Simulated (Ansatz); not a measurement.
Consider the silylene formation by 1,1-elimination: `O[Si](O)(F)[SiH3]` → `O[SiH3]` + `O[Si]F`.

Program: Ansatz. Geometries: PBE0-D4/def2-TZVP. ΔE: electronic, gas phase. CCSD(T)/CBS adds triple-zeta CCSD(T) − MP2 to the extrapolated MP2 energy (def2 sets, frozen cores). This one scheme is used for every species. DFT in def2-TZVPP. B3LYP here is the variant with VWN-RPA as its local correlation; programs differ in this. One conformer a species, not always the lowest.

Problem. Is it downhill or uphill in electronic energy at CCSD(T)/CBS, and by how much? (An estimate is asked.)

Solution. Computed: Uphill: ΔE = +1.69 eV.

Problem. What do these levels give: revPBE-D4, BHLYP-D4, ωB97X-V, B3LYP, r2SCAN0, SCS-MP2/def2-TZVPP? (An estimate is asked.)

Solution. Computed: revPBE-D4 1.70, BHLYP-D4 1.77, ωB97X-V 1.77, B3LYP 1.45, r2SCAN0 1.91, SCS-MP2/def2-TZVPP 1.60 eV.

Largest T1 diagnostic among the species: 0.015.

The D4 term adds +0.16 eV with B3LYP and +0.09 eV with PBE0; it sums over pairs of atoms, weighted by their polarisabilities, and B3LYP, whose exchange is more repulsive, gets the larger term. In def2-TZVPP, CCSD(T) changes the Hartree–Fock value by +0.08 eV (the triples alone add +0.02 eV) and MP2 by +0.13 eV.
